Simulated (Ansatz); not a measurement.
This geometry of Cl₂FH₅OW (10 atoms, charge 0, multiplicity 1) is a first-order saddle point.

Level of theory: RKS r2SCAN-D4/def2-SVP (Ansatz 0.2.0).

```xyz
10
Properties=species:S:1:pos:R:3
W 0.037 -0.466 -0.152
F 0.148 -0.208 2.863
H 1.554 0.101 -0.591
Cl 0.008 1.928 -0.316
H -1.162 0.266 0.754
Cl -1.327 -1.998 -1.140
H 0.284 -0.151 -1.769
O 1.123 -1.581 0.940
H 2.008 -1.890 0.687
H 0.683 -0.897 2.521
```

Problem. Which two structures does it join? (They come from a converged band through this point; their orientation in space is the band's.)

Solution. Bonds broken: O8–H10. Bonds formed: F2–H10.

Initial state:

```xyz
10
Properties=species:S:1:pos:R:3
W -0.096 -0.140 0.168
F -0.779 -0.561 1.948
H 1.002 -0.457 -1.094
Cl 0.855 1.898 0.300
H -1.550 0.608 -0.235
Cl -0.849 -2.224 -0.458
H -0.389 0.137 -1.470
O 1.658 -1.044 1.393
H 2.256 -1.719 1.042
H 1.248 -1.392 2.204
```

Final state:

```xyz
10
Properties=species:S:1:pos:R:3
W 0.006 -0.506 0.009
F 0.585 0.299 2.200
H 1.510 0.238 -0.137
Cl -0.427 1.841 -0.354
H -1.388 0.029 0.772
Cl -1.051 -2.033 -1.319
H 0.477 -0.087 -1.527
O 0.953 -1.798 1.086
H 1.700 -2.323 0.758
H 0.993 -0.555 2.310
```

Problem. How far does it lie above each of them?

Solution. 108.5 kJ/mol above the first and 12.8 kJ/mol above the second. This is the barrier of this one path; another mechanism may lie lower. The orbitals stay closed-shell, which can raise the energy where a bond breaks towards radicals; this wasn't checked here.

Run time: 17 min on 4 threads of Arm Neoverse V1, with other jobs on the host, peak memory 0.33 GiB.
